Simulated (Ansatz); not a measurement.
Reaction (ligand exchange at the Si–C bond): `O[SiH](O)CCl` + CH₃OH → `CO[SiH](O)O` + `CCl`

Gas-phase electronic energies from Ansatz, PBE0-D4/def2-TZVP geometries. CBS: MP2 limit from def2 TZ/QZ plus the TZ coupled-cluster correction, frozen cores. This one scheme is used for every species. Functionals use def2-TZVPP. B3LYP here is the variant with VWN-RPA as its local correlation; programs differ in this. One conformer a species, not always the lowest.

`O[SiH](O)CCl`:

Z-matrix (Å, degrees):
```
Si
O 1 1.634
C 1 1.880 2 111.5
O 1 1.639 2 107.8 3 119.2
H 1 1.479 2 106.9 3 -118.6
H 2 0.958 1 117.6 3 -87.1
Cl 3 1.794 1 107.4 2 174.5
H 3 1.090 1 113.0 2 -67.3
H 3 1.091 1 112.9 2 56.5
H 4 0.960 1 116.4 2 -163.5
```

CH₃OH:

Cartesian coordinates in Å:
```
C -0.308 0.179 0.004
O 0.600 -0.832 -0.369
H -1.237 -0.010 -0.534
H 0.046 1.181 -0.270
H -0.528 0.167 1.079
H 1.427 -0.684 0.092
```

`CO[SiH](O)O`:

Cartesian coordinates in Å:
```
C 0.377 0.883 1.465
O 0.659 0.451 0.153
Si -0.430 -0.293 -0.815
O -0.905 -1.761 -0.285
O 0.313 -0.467 -2.259
H -0.553 1.461 1.510
H 0.291 0.033 2.150
H 1.196 1.521 1.801
H -1.671 0.505 -0.871
H -0.292 -2.490 -0.393
H 1.013 0.158 -2.456
```

`CCl`:

Z-matrix (Å, degrees):
```
C
Cl 1 1.773
H 1 1.088 2 108.6
H 1 1.087 2 108.7 3 -120.0
H 1 1.088 2 108.7 3 120.0
```

```
             level  ΔE (eV)
         r2SCAN-D4    -1.26
          B3LYP-D4    -1.28
           ωB97X-V    -1.26
    MP2/def2-TZVPP    -1.28
CCSD(T)/def2-TZVPP    -1.27
SCS-MP2/def2-QZVPP    -1.30
      HF/CBS(def2)    -1.46
    CCSD/CBS(def2)    -1.28
```

(1) What does CCSD(T)/CBS give? (Best estimate.)

Largest T1 diagnostic among the species: 0.011.

Results:

(1) Ansatz gave: -1.25 eV. The listed levels differ from it by -0.01, -0.03, -0.01, -0.03, -0.02, -0.05, -0.21, -0.03 eV.

In def2-TZVPP, CCSD(T) changes the Hartree–Fock value by +0.17 eV (the triples alone add +0.03 eV) and MP2 by +0.16 eV. From PBE to PBE0 (25 % exact exchange), in def2-TZVPP and without D4, ΔE moves by −0.04 eV.
